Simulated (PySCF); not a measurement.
W(NH)2(Br)(SH) (BrH3N2SW), SMILES [NH]=[W](=[NH])([SH])[Br], multiplicity 1.

Geometry: r2SCAN-D4/def2-SVP. The spin state was assumed, not searched. The def2 effective core potentials stand for the cores of W; spin–orbit coupling is left out. Other conformers were not sampled.

The numbers are results of PySCF with TDDFT-M06-2X/def2-SVPD, not measurements.

Vertical excitations. 

```
state  energy (eV)  λ (nm)      f                                                                  main pairs
-----  -----------  ------  -----  --------------------------------------------------------------------------
S1            4.22     294  0.037                                                              HOMO→LUMO 69 %
S2            4.45     279  0.003                                                            HOMO−1→LUMO 86 %
S3            4.68     265  0.021                      HOMO−1→LUMO+1 44 %, HOMO−4→LUMO+1 16 %, HOMO→LUMO 12 %
S4            4.92     252  0.002    HOMO−2→LUMO 19 %, HOMO→LUMO+1 15 %, HOMO−4→LUMO 11 %, HOMO−1→LUMO+2 10 %
S5            5.03     247  0.003      HOMO−2→LUMO 39 %, HOMO→LUMO+1 19 %, HOMO−1→LUMO+2 7 %, HOMO→LUMO+2 6 %
S6            5.09     243  0.002     HOMO−4→LUMO 22 %, HOMO−1→LUMO+2 20 %, HOMO−3→LUMO 13 %, HOMO→LUMO+2 7 %
S7            5.22     237  0.006       HOMO→LUMO+1 35 %, HOMO−3→LUMO 16 %, HOMO−4→LUMO 11 %, HOMO−2→LUMO 8 %
S8            5.34     232  0.043       HOMO−4→LUMO 25 %, HOMO−3→LUMO 19 %, HOMO→LUMO+3 12 %, HOMO→LUMO+2 9 %
S9            5.48     226  0.010    HOMO→LUMO+2 44 %, HOMO−2→LUMO+1 12 %, HOMO−2→LUMO 8 %, HOMO−1→LUMO+3 8 %
S10           5.63     220  0.030        HOMO→LUMO+3 31 %, HOMO−3→LUMO 17 %, HOMO→LUMO+2 9 %, HOMO−4→LUMO 8 %
T1            3.79     328      0                                                              HOMO→LUMO 96 %
T2            4.09     303      0                                          HOMO−1→LUMO 50 %, HOMO→LUMO+1 10 %
T3            4.34     286      0  HOMO→LUMO+1 23 %, HOMO−1→LUMO 17 %, HOMO−7→LUMO+1 12 %, HOMO−1→LUMO+1 10 %
T4            4.38     283      0     HOMO→LUMO+2 21 %, HOMO−1→LUMO 11 %, HOMO→LUMO+1 11 %, HOMO−4→LUMO+1 7 %
```
Triplets are in the Tamm–Dancoff approximation, which puts them higher than full response would, so one can lie above its singlet here.
